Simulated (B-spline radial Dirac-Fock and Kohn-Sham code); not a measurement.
**Compton profile of Se⁹⁺**

System: the Se⁹⁺ ion, configuration [Ar] 3d7.

Input file task.json (cfg lists n, l and occupation; rrms is the nuclear radius in fm):

```json
{"items": [{
  "Z": 34,
  "q": 9,
  "cfg": [[1, 0, 2], [2, 0, 2], [2, 1, 6], [3, 0, 2], [3, 1, 6], [3, 2, 7]],
  "A": 80,
  "rrms": 4.14,
  "do": ["scatter"],
  "s": [0.0, 0.05, 0.1, 0.15, 0.2, 0.25, 0.3, 0.35, 0.4, 0.45, 0.5, 0.6, 0.7, 0.8, 0.9, 1.0, 1.1, 1.2, 1.4, 1.6, 1.8, 2.0, 2.5, 3.0, 3.5, 4.0, 5.0, 6.0],
  "pz": [0, 0.1, 0.14, 0.19, 0.25, 0.34, 0.47, 0.64, 0.87, 1.2, 1.6, 2.2, 3.0, 4.1, 5.6, 7.6, 10.0, 14.0, 19.0, 26.0, 36.0],
  "hv_scatter": [1000, 2000, 5000, 8047.8, 17479.3, 20000, 30000, 50000]
}]}
```

Run with: `python xray_run.py task.json out`

Level of theory: the impulse approximation on relativistic Hartree-Fock (Dirac-Fock) wave functions, averaged over the configuration; a radial B-spline solver. pz is in atomic units of momentum; subshell profiles are per electron, for a selection of subshells; open shells are spread over both j values by their weights.

| pz | J total | J 2s1/2 | J 2p1/2 | J 3p3/2 | J 3d5/2 |
| --- | --- | --- | --- | --- | --- |
| 0 | 2.520 | 0.0919 | 0.0463 | 0.141 | 0.101 |
| 0.25 | 2.513 | 0.0917 | 0.0463 | 0.141 | 0.101 |
| 0.34 | 2.506 | 0.0915 | 0.0463 | 0.141 | 0.101 |
| 0.47 | 2.494 | 0.0912 | 0.0463 | 0.141 | 0.101 |
| 0.64 | 2.472 | 0.0906 | 0.0463 | 0.141 | 0.101 |
| 0.87 | 2.431 | 0.0895 | 0.0463 | 0.140 | 0.101 |
| 1.2 | 2.350 | 0.0875 | 0.0463 | 0.137 | 0.100 |
| 1.6 | 2.218 | 0.0842 | 0.0462 | 0.129 | 0.0993 |
| 2.2 | 1.962 | 0.0779 | 0.0461 | 0.110 | 0.0951 |
| 3 | 1.566 | 0.0678 | 0.0455 | 0.0763 | 0.0829 |
| 4.1 | 1.079 | 0.0526 | 0.0439 | 0.0356 | 0.0591 |
| 5.6 | 0.6589 | 0.0334 | 0.0399 | 0.00979 | 0.0312 |
| 7.6 | 0.3911 | 0.0155 | 0.0322 | 0.00377 | 0.0118 |
| 10 | 0.2356 | 0.00556 | 0.0223 | 0.00356 | 0.00363 |
| 14 | 0.1127 | 0.00216 | 0.0102 | 0.00207 | 0.000578 |
| 19 | 0.05162 | 0.00202 | 0.00351 | 0.000706 | 7.76e-05 |
| 26 | 0.02122 | 0.00132 | 0.000824 | 0.000152 | 7.46e-06 |
| 36 | 0.007412 | 0.000507 | 0.000135 | 2.22e-05 | < 1e-6 |

J(0) = 2.520. The 3p3/2 subshell gives the largest part, 22 %.

Mean momentum ⟨p⟩ by subshell (a.u.): 1s1/2 29.5, 2s1/2 10.1, 2p1/2 13.6, 2p3/2 13.3, 3s1/2 4.53, 3p1/2 5.37, 3p3/2 5.29, 3d3/2 6.09, 3d5/2 6.06.

Values without a named source are computed, but for edge energies of neutral atoms, which are taken from tables.
